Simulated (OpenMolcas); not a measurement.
# Rh4+: input and output

Rh4+ among 6 point charges of -1.5 e arranged as an octahedron (Oh), 1.85 Å from the ion. With inversion symmetry the input lists one of each pair of outer charges.

Input:

```
&GATEWAY
Coord
1

Rh 0.0 0.0 0.0
Basis=ANO-RCC-VDZP
Group=XYZ
NoMove
AngMom=0.0 0.0 0.0
AMFI
XField
3 Angstrom 0
1.850000 0.000000 0.000000 -1.500000
0.000000 1.850000 0.000000 -1.500000
0.000000 0.000000 1.850000 -1.500000
&SEWARD
&RASSCF
FileOrb=start.orb
Symmetry=1
Spin=6
nActEl=5 0 0
Inactive=9 9
Ras2=5 0
CIRoot=1 1 1
SDav=1
CIMx=300
Iter=120 100
PrWF=0.3
OrbListing=Nothing
MaxOrb=0
>>> COPY $Project.JobIph JOB001
&RASSCF
FileOrb=start.orb
Symmetry=1
Spin=4
nActEl=5 0 0
Inactive=9 9
Ras2=5 0
CIRoot=24 24 1
SDav=24
CIMx=300
Iter=120 100
PrWF=0.3
OrbListing=Nothing
MaxOrb=0
>>> COPY $Project.JobIph JOB002
&RASSCF
FileOrb=start.orb
Symmetry=1
Spin=2
nActEl=5 0 0
Inactive=9 9
Ras2=5 0
CIRoot=75 75 1
SDav=75
CIMx=300
Iter=120 100
PrWF=0.3
OrbListing=Nothing
MaxOrb=0
>>> COPY $Project.JobIph JOB003
&RASSI
NrOfJobIphs=3 1 24 75
1
1 2 3 4 5 6 7 8 9 10 11 12 13 14 15 16 17 18 19 20 21 22 23 24
1 2 3 4 5 6 7 8 9 10 11 12 13 14 15 16 17 18 19 20 21 22 23 24 25 26 27
28 29 30 31 32 33 34 35 36 37 38 39 40 41 42 43 44 45 46 47 48 49 50 51
52 53 54 55 56 57 58 59 60 61 62 63 64 65 66 67 68 69 70 71 72 73 74 75
IphNames
JOB001
JOB002
JOB003
EJob
SpinOrbit
DIPRint=1.0
SOCoupling=1000.0
Subsets=2
Property=9
'ANGMOM' 1 'ANGMOM' 2 'ANGMOM' 3 'MLTPL  1' 1 'MLTPL  1' 2 'MLTPL  1' 3
'AMFI' 1 'AMFI' 2 'AMFI' 3
SOProperty=3
'ANGMOM' 1 'ANGMOM' 2 'ANGMOM' 3
```

Launched by
```bash
OMP_NUM_THREADS=1 MOLCAS_MEM=1689 MOLCAS_PROJECT=a pymolcas a.inp > a.log  # once for each step of the input, in one work folder
```

A driver script runs the steps one by one and writes start.orb anew before each from the orbitals found so far.

Output, cut to the results:

```
--- SEWARD ---
Basis set label: RH.ANO-RCC...6S5P3D1F.

      Electronic valence basis set:
      ------------------
      Associated Effective Charge  45.000000 au
      Associated Actual Charge     45.000000 au
      Nuclear Model: Point charge

      Shell  nPrim  nBasis  Cartesian Spherical Contaminant
         s      21       6        X
         p      18       5        X
         d      13       3                 X
         f       6       1                 X
                  Relativistic Douglas-Kroll-Hess integrals:
                    - DKH order of Hamiltonian: 2
                    - DKH order of Properties : 0
                  Atomic mean-field integrals
--- RASSCF ---
Wave function specifications:
      -----------------------------

      Number of closed shell electrons          36
      Number of electrons in active shells       5
      Max number of holes in RAS1 space          0
      Max nr of electrons in RAS3 space          0
      Number of inactive orbitals               18
      Number of active orbitals                  5
      Number of secondary orbitals              20
      Spin quantum number                      2.5
      State symmetry                             1
Orbital specifications:
      -----------------------

      Symmetry species                           1   2
                                                ag  au
      Frozen orbitals                            0   0
      Inactive orbitals                          9   9
      Active orbitals                            5   0
      RAS1 orbitals                              0   0
      RAS2 orbitals                              5   0
      RAS3 orbitals                              0   0
      Secondary orbitals                         7  13
      Deleted orbitals                           0   0
      Number of basis functions                 21  22
      Number of CSFs                             1
      Number of root(s) required                 1
      Iter CI   SX   CI       RASSCF       Energy    max ROT     max BLB   max BLB  Level Ln srch  Step   QN
          iter iter root      energy       change     param      element    value   shift minimum  type update
 Nr of preliminary CI iterations:   1
      Total energies have been shifted. Add                -4000.00 au
        1   1    6    1  -786.76659943    0.00E+00   2.27E-01*  12  19 1  4.70E-01*  0.00   0.00    SX    NO
        2   1    6    1  -787.25299885   -4.86E-01* -1.85E-02    9  15 2  1.67E-01*  0.13   0.00    SX    NO
        3   1    5    1  -787.26574037   -1.27E-02*  1.03E-02   14  21 1  1.61E-02*  0.09   0.00    SX    NO
        4   1    5    1  -787.26641672   -6.76E-04*  2.57E-03    9  15 2  9.58E-03*  0.11   0.00    SX    NO
        5   1    5    1  -787.26648059   -6.39E-05*  7.44E-04    9  15 2 -2.27E-03*  0.10   0.76    QN   YES
        6   1    3    1  -787.26648799   -7.40E-06*  2.33E-05    8  14 2  7.12E-05   0.10   1.01    QN   YES
        7   1    3    1  -787.26648800   -8.14E-09   3.19E-06    9  15 2  1.22E-05   0.10   1.16    QN   YES
      Convergence after  7 iterations
        8   1    3    1  -787.26648800   -1.72E-10   3.19E-06    9  19 2  1.66E-07   0.10   1.16    QN   YES
      Natural orbitals and occupation numbers for root  1
      sym 1:   1.000000   1.000000   1.000000   1.000000   1.000000
::    RASSCF root number  1 Total energy:  -4787.26648800
--- RASSCF ---
Wave function specifications:
      -----------------------------

      Number of closed shell electrons          36
      Number of electrons in active shells       5
      Max number of holes in RAS1 space          0
      Max nr of electrons in RAS3 space          0
      Number of inactive orbitals               18
      Number of active orbitals                  5
      Number of secondary orbitals              20
      Spin quantum number                      1.5
      State symmetry                             1
Orbital specifications:
      -----------------------

      Symmetry species                           1   2
                                                ag  au
      Frozen orbitals                            0   0
      Inactive orbitals                          9   9
      Active orbitals                            5   0
      RAS1 orbitals                              0   0
      RAS2 orbitals                              5   0
      RAS3 orbitals                              0   0
      Secondary orbitals                         7  13
...
--- RASSI ---
SPIN-FREE ENERGIES:
  (Shifted by EMIN (a.u.) =      -4787.2664880026)

 SF State       Relative EMIN(au)   Rel lowest level(eV)    D:o, cm**(-1)      L_eff

     1             0.0000000000        0.0000000000              0.0000         0.0
     2             0.1149018046        3.1266373849          25218.0312         3.3
     3             0.1149018046        3.1266373849          25218.0312         3.3
     4             0.1149018046        3.1266373849          25218.0312         3.3
     5             0.1310029665        3.5647723208          28751.8278         3.9
     6             0.1310029665        3.5647723208          28751.8278         3.9
     7             0.1310029665        3.5647723208          28751.8278         3.9
     8             0.1376119908        3.7446130346          30202.3410         4.0
     9             0.1376119908        3.7446130346          30202.3410         4.0
    10             0.1381108440        3.7581875210          30311.8266         4.0
    26             0.1587587566        4.3200458457          34843.5196         4.9
    27             0.1587587566        4.3200458457          34843.5196         4.9
    28             0.1587587566        4.3200458457          34843.5196         4.9
    11             0.1607415219        4.3739996375          35278.6863         2.2
    12             0.1607415219        4.3739996375          35278.6863         2.2
    13             0.1607415219        4.3739996375          35278.6863         2.2
    14             0.1700982692        4.6286097040          37332.2549         2.0
    15             0.1700982692        4.6286097040          37332.2549         2.0
    29             0.1771375032        4.8201570192          38877.1882         5.3
    30             0.1794449921        4.8829469890          39383.6235         5.6
    31             0.1794449921        4.8829469890          39383.6235         5.6
...
```

Spin-orbit levels above the lowest (labels of O, the rotations of Oh):

| E (cm-1) | Degeneracy | Label | 2S+1 | g |
| --- | --- | --- | --- | --- |
| 0.0 | 2 | Γ7 | 6 | 3.33 3.33 3.33 |
| 0.6 | 4 | Γ8 | 6 |  |
| 24396 | 2 | Γ7 | 4 | 2.35 2.35 2.35 |
| 24960 | 4 | Γ8 | 4 |  |
| 25184 | 4 | Γ8 | 4 |  |
| 25575 | 2 | Γ6 | 4 | 2.79 2.79 2.79 |
| 27945 | 2 | Γ7 | 4 | 1.87 1.87 1.87 |
| 28410 | 4 | Γ8 | 4 |  |
| 29032 | 2 | Γ6 | 4 | 4.26 4.26 4.26 |
| 29132 | 4 | Γ8 | 4 |  |
| 30030 | 4 | Γ8 | 4 |  |
| 30088 | 2 | Γ7 | 4 | 2.23 2.23 2.23 |
| 30322 | 2 | Γ6 | 4 | 1.09 1.09 1.09 |
| 30369 | 4 | Γ8 | 4 |  |
| 33909 | 2 | Γ7 | 2 (89 %) | 2.68 2.68 2.68 |
| 34135 | 4 | Γ8 | 4 |  |
| 34593 | 2 | Γ6 | 4 | 2.29 2.29 2.29 |
| 35082 | 4 | Γ8 | 4 (62 %) |  |
| 35979 | 2 | Γ7 | 4 | 2.15 2.15 2.15 |
| 36122 | 4 | Γ8 | 2 (58 %) |  |

Without dynamic correlation the repulsion within the d shell is too large (B by tens of per cent), so at a given field states of lower spin stand too high. Point charges give a weaker field than real ligands, and real ions of this kind are as a rule low spin; the high spin found here belongs to the model. This field is weak: 10Dq is about 7565 cm-1, while octahedral complexes of 4d ions of charge 3 and more, computed by the same method with explicit ligands, had a median near 25000 cm-1. Ground spin and moment need not be those of a real site. This is an electrostatic model: the charges have no orbitals. No measured value stands beside these numbers.

The RASSCF and RASSI steps took 24 s on 1 thread of Arm Neoverse V1 (shared host); the integral step is not counted.
